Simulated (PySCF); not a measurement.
Compound: C₂H₇FOSi₂.
SMILES with atom numbers: `[OH:1][Si@H:2]1[CH2:3][Si@H:4]([F:5])[CH2:6]1` (hydrogens: H7 on O1; H8 on Si2; H9, H10 on C3; H11 on Si4; H12, H13 on C6)

Computed, not measured: PBE0-D3(BJ)/def2-SVP geometry optimisation, gas phase in PySCF 2.14.0.

List the bond lengths, angles and torsions at this level.

```csv
bond,length (bohr)
O1–Si2,3.152
Si2–C3,3.571
"C3–Si4, Si4–C6",3.564
Si4–F5,3.083
Si2–C6,3.597
O1–H7,1.817
Si2–H8,2.829
"C3–H9, C6–H12",2.081
"C3–H10, C6–H13",2.082
Si4–H11,2.817
```

Bonds in one row agree within 0.02 bohr and their mean is given. A selection of angles:
```csv
angle,degrees
Si2–O1–H7,116.9
O1–Si2–C3,109.7
O1–Si2–C6,114.6
O1–Si2–H8,110.7
C3–Si2–C6,92.0
C3–Si2–H8,115.5
C6–Si2–H8,113.2
Si2–C3–Si4,87.9
Si2–C3–H9,116.0
Si2–C3–H10,113.3
Si4–C3–H9,115.5
Si4–C3–H10,114.9
H9–C3–H10,108.3
C3–Si4–F5,111.9
C3–Si4–C6,92.6
C3–Si4–H11,116.5
F5–Si4–H11,106.8
Si4–C6–H12,114.3
Si2–C6–H13,115.1
```

Torsions: O1–Si2–C3–Si4 118° (anticlinal); Si2–C3–Si4–F5 114° (anticlinal); C3–Si4–C6–Si2 1° (synperiplanar); O1–Si2–C6–Si4 -113° (anticlinal); H7–O1–Si2–C3 177° (antiperiplanar).

The 4-membered ring Si2–C3–Si4–C6 has internal angles of 87.5° to 92.6° (sum 360°, against 360° for a flat polygon); it is planar, 0.00 Å rms from its mean plane, widest ring torsion 1°. O1 (silanol oxygen) is bent (angle 116.9°). Si4 (fluorine-bound silicon) has angles from 92.6° to 116.9°. Si2 (oxygen-bound silicon) has angles from 92.0° to 115.5°.

Stationary, but not proved a minimum. The numbers are those of one conformer (H–O1–Si2–C3 177°).
